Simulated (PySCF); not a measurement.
CH5BrO3Si, SMILES O[Si](OC)(O)Br.

The structure is a stationary point at PBE-D3(BJ)/def2-SVP. One conformer was computed; it need not be the lowest.

Calculation: PBE/def2-TZVP in PySCF.

total energy: -3129.93139 hartree
highest occupied level: -6.99 eV
lowest empty level: -0.76 eV
orbital gap: 6.23 eV
dipole moment: 0.48 D
quadrupole, principal values (traceless, Buckingham form, about the centre of nuclear charge): -10.55, 4.37, 6.18 D·Å
mean static polarisability: 67.4 bohr³ (9.99 Å³)
polarisability, principal values: 59.6, 68.3, 74.3 bohr³
